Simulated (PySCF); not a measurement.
Cd⁺ (cadmium, charge +1) across methods

[Kr] 4d9 5s2, 2D determinant (an excited configuration). All numbers are calculated (PySCF 2.14, scalar relativity by spin-free X2C-1e, in ANO-RCC-VTZP).

```
method  E (hartree)  mean ε 4d β (eV)  mean ε 5s α (eV)  mean ε 5s β (eV)  Σ⟨r²⟩ (bohr²)   ⟨S²⟩
   M06     -5593.27           -26.511           -15.934           -15.730          41.69  0.751
PBEsol     -5590.05           -24.215           -14.816           -14.569          41.66  0.750
   UHF  -5590.54669           -32.344           -17.062           -16.723          42.40  0.752
   PBE     -5592.75           -24.217           -14.744           -14.496          41.73  0.751
 TPSSh     -5592.93           -25.208           -14.973           -14.711          41.71  0.751
   LDA     -5587.46           -24.400           -15.123           -14.894          41.65  0.750
r2SCAN     -5593.15           -24.757           -14.905           -14.683          41.64  0.751
  PBE0     -5592.82           -26.511           -15.536           -15.275          41.72  0.751
```
